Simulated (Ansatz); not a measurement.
C2H3B, SMILES `B=C=C` (charge 0, multiplicity 1).

Cartesian coordinates (Å):
```xyz
6

B      1.5528    -0.0679    -0.4952
C      0.2051    -0.0088    -0.3721
C     -1.1045     0.0482    -0.2529
H      2.7138    -0.1184    -0.6006
H     -1.6731     0.9438    -0.5003
H     -1.6942    -0.7969     0.1001
```
Charge 0, spin multiplicity 1.

Frozen-core energies in 6-31g from Ansatz (an electronic-structure program) at a geometry from B3LYP-D3(BJ)/def2-TZVP; the HF reference has <S^2> = 0.00 (restricted, and unstable towards unrestricted orbitals) and the T1 diagnostic is 0.015.

| level | energy (Ha) |
|---|---|
| HF | -102.02005 |
| MP2 | -102.24329 |
| CCSD | -102.27325 |
| CCSD(T) | -102.28308 |

Estimate the energies of CCSDT, CCSDT(Q) and CCSDTQ, and give each level's difference from CCSDTQ.


| level | energy (Ha) | difference from CCSDTQ (mHa) |
|---|---|---|
| MP2 | -102.24329 | 40.99 |
| CCSD | -102.27325 | 11.03 |
| CCSD(T) | -102.28308 | 1.20 |
| CCSDT | -102.28372 | 0.57 |
| CCSDT(Q) | -102.28435 | -0.07 |
| CCSDTQ | -102.28428 | 0.00 |
